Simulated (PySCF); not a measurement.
Ga(OH)2 (GaH2O2), SMILES [OH][Ga][OH], multiplicity 2. The structure is a stationary point at B3LYP-D3(BJ)/def2-TZVP. Other conformers were not sampled.

**Question.** Give the equilibrium geometry at B3LYP-D3(BJ)/def2-TZVP (PySCF confirms it by a frequency run) as a Z-matrix, and its point group. (An estimate is asked for; the answer gives what the named calculation found.)

**Answer.** This is not unique; one that fits is point group C2v.
```
Ga
O 1 1.8122
H 2 0.9632 1 114.15
O 1 1.8122 2 112.82 3 180.00
H 4 0.9632 1 114.15 2 180.00
```
Charge 0, spin multiplicity 2.
